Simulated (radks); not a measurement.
Results of a calculation; reference values are marked as such.
Spherical quantum dot in the effective-mass picture: electrons in a parabolic well V = omega^2 r^2 / 2 with omega = 2.05, all in effective atomic units (hartree* = m*/eps^2 hartree, bohr* = eps/m* bohr), one dielectric constant everywhere. Level of theory: non-relativistic Kohn-Sham, r2SCAN, spin-polarised, spherical densities, generalised Kohn-Sham scheme (a radial shooting solver with Libxc functionals). Levels are named by radial order and angular momentum (1s, 1p, 1d, 2s, ...), and open shells are averaged over m. Each electron was tried in the lowest free levels, single moves between levels near the top were tried too, and the lowest total energy was kept; such a search can miss a lower state. At N = 1 the Hartree and exchange-correlation terms need not cancel, so that row can carry a self-interaction error.

\begin{tabular}{lrrrrrr}
N & open shells & 2S & E (hartree*) & mu = E(N) - E(N-1) (hartree*) & addition energy mu(N+1) - mu(N) (hartree*) & rms radius (bohr*) \\ \hline
1 & 1s(up 1, down 0) & 1 & 3.07699 & 3.0770 & 1.074 & 0.8555 \\
2 & none & 0 & 7.22828 & 4.1513 & 2.618 & 0.8942 \\
3 & 1p(up 1, down 0) & 1 & 13.9975 & 6.7692 & 0.6505 & 1.004 \\
4 & 1p(up 2, down 0) & 2 & 21.4172 & 7.4197 & 0.6794 & 1.065 \\
5 & 1p(up 3, down 0) & 3 & 29.5163 & 8.0991 & 0.9664 & 1.107 \\
6 & 1p(up 3, down 1) & 2 & 38.5819 & 9.0656 & 0.6076 & 1.144 \\
7 & 1p(up 3, down 2) & 1 & 48.2551 & 9.6732 & 0.6304 & 1.175 \\
8 & none & 0 & 58.5587 & 10.304 & 2.233 & 1.202 \\
9 & 1d(up 1, down 0) & 1 & 71.0957 & 12.537 & 0.5489 & 1.246 \\
10 & 1d(up 2, down 0) & 2 & 84.1816 & 13.086 & 0.5544 & 1.282 \\
11 & 1d(up 3, down 0) & 3 & 97.8219 & 13.640 & 0.5554 & 1.314 \\
12 & 1d(up 4, down 0) & 4 & 112.018 & 14.196 & 0.5540 & 1.342 \\
13 & 1d(up 5, down 0) & 5 & 126.767 & 14.750 & 0.7841 & 1.368 \\
14 & 1d(up 5, down 1) & 4 & 142.301 & 15.534 & 0.5132 & 1.392 \\
15 & 1d(up 5, down 2) & 3 & 158.348 & 16.047 & 0.5192 & 1.414 \\
16 & 1d(up 5, down 3) & 2 & 174.914 & 16.566 & 0.5212 & 1.435 \\
17 & 1d(up 5, down 4) & 1 & 192.002 & 17.087 & 0.5210 & 1.455 \\
18 & none & 0 & 209.610 & 17.608 & 0.6930 & 1.474 \\
19 & 2s(up 1, down 0) & 1 & 227.911 & 18.301 & 0.6250 & 1.492 \\
20 & none & 0 & 246.838 & 18.926 & 1.624 & 1.510 \\
21 & 1f(up 1, down 0) & 1 & 267.388 & 20.550 & 0.4678 & 1.532 \\
22 & 1f(up 2, down 0) & 2 & 288.406 & 21.018 & 0.4681 & 1.553 \\
23 & 1f(up 3, down 0) & 3 & 309.892 & 21.486 & 0.4674 & 1.573 \\
24 & 1f(up 4, down 0) & 4 & 331.845 & 21.953 & 0.4661 & 1.592 \\
25 & 1f(up 5, down 0) & 5 & 354.264 & 22.419 & 0.4644 & 1.609 \\
26 & 1f(up 6, down 0) & 6 & 377.148 & 22.884 & 0.4625 & 1.627 \\
27 & 1f(up 7, down 0) & 7 & 400.494 & 23.346 & 0.6399 & 1.643 \\
28 & 1f(up 7, down 1) & 6 & 424.481 & 23.986 & 0.4426 & 1.659 \\
29 & 1f(up 7, down 2) & 5 & 448.910 & 24.429 & - & 1.675 \\
\end{tabular}

All shells are closed at N = 2, 8, 18, 20 (there: 1s2 1p6 1d10 2s2); the second difference of the energy has clear peaks (12 % above both neighbours; the first and last values, which can be the largest, are not judged, and half-filled shells can peak too) at N = 2, 5, 8, 13, 20, 27.
